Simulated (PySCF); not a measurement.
Compound: C₇H₈N₂O.
Atom-mapped SMILES: `[CH2:1]=[CH:2][c:3]1[n:4][n:5][c:6]([CH:7]2[CH2:8][CH2:9]2)[o:10]1`

Cartesian coordinates in Å at the GFN2-xTB level; atoms count from 1:
```
atom  x, y, z in Å
C1     3.9880    0.5995   -0.7096
C2     3.0106   -0.2926   -0.5989
C3     1.6271    0.0879   -0.4846
N4     1.1163    1.2821   -0.5084
N5    -0.2123    1.1544   -0.3669
C6    -0.4674   -0.1144   -0.2615
C7    -1.7645   -0.7499   -0.0858
C8    -2.7978   -0.0457    0.7591
C9    -2.9727   -0.1043   -0.7169
O10    0.6591   -0.8568   -0.3291
H11    3.7673    1.6526   -0.7139
H12    5.0177    0.3005   -0.7964
H13    3.1941   -1.3577   -0.5885
H14   -1.7122   -1.8300   -0.0468
H15   -3.4275   -0.6587    1.3855
H16   -2.5079    0.8979    1.1934
H17   -2.8007    0.7998   -1.2789
H18   -3.7261   -0.7583   -1.1283
```

Probes without a nucleus sit at each ring's centroid and 1 Å off its mean plane on both sides; NICS is minus the shielding there, NICSzz its component along the normal. Level: GIAO PBE0/pcSseg-1 (PySCF, non-relativistic, gas phase) on the GFN2-xTB geometry, one conformer.

Ring bond lengths (Å), with Mayer bond orders in brackets: C3–N4 1.299 (1.66), N4–N5 1.342 (1.19), N5–C6 1.298 (1.65), C6–O10 1.351 (1.06), O10–C3 1.361 (1.01); C7–C8 1.509 (0.94), C8–C9 1.488 (0.98), C9–C7 1.508 (0.94).

Give the NICS values of each ring in ppm.

| ring | type | NICS(0) | NICS(1), two faces | NICS(1)zz, two faces | rms pucker (Å) | centre to ring atoms, mean (Å) |
| --- | --- | --- | --- | --- | --- | --- |
| C3–N4–N5–C6–O10 | 5-membered ring with 2 N and O; formal bonds all aromatic | -8.8 | -9.8 / -9.8 | -24.0 / -23.9 | 0.00 | 1.13 |
| C7–C8–C9 | 3-membered carbocycle; formal bonds all single | -43.0 | -6.7 / -8.0 | -22.8 / -23.5 | 0.00 | 0.87 |

What do they say, and how far can they be read as aromaticity?

- C3–N4–N5–C6–O10: mean NICS(1)zz -24.0 ppm, shielded, aromatic by this magnetic criterion (flat ring, no four-coordinate atom).
- C7–C8–C9: mean NICS(1)zz -23.2 ppm, shielded. C7, C8, C9 have four or more neighbours, and the NICS criterion for π rings isn't applied. NICS(0) lies 36 ppm below the mean NICS(1).

How equal are the bonds by HOMA? HOMA takes Krygowski's 1993 parameters.

- C3–N4–N5–C6–O10: HOMA 0.40; the largest term is that of O10–C3, α(R − Ropt)² = 1.47.

What field does 9.4 T along the ring normal induce along that normal at the second NICS(1) probe listed for ring C7–C8–C9, 1 Å off the ring?

NICSzz × B0 = -23.5 ppm × 9.4 T = -221 μT, against the applied field.
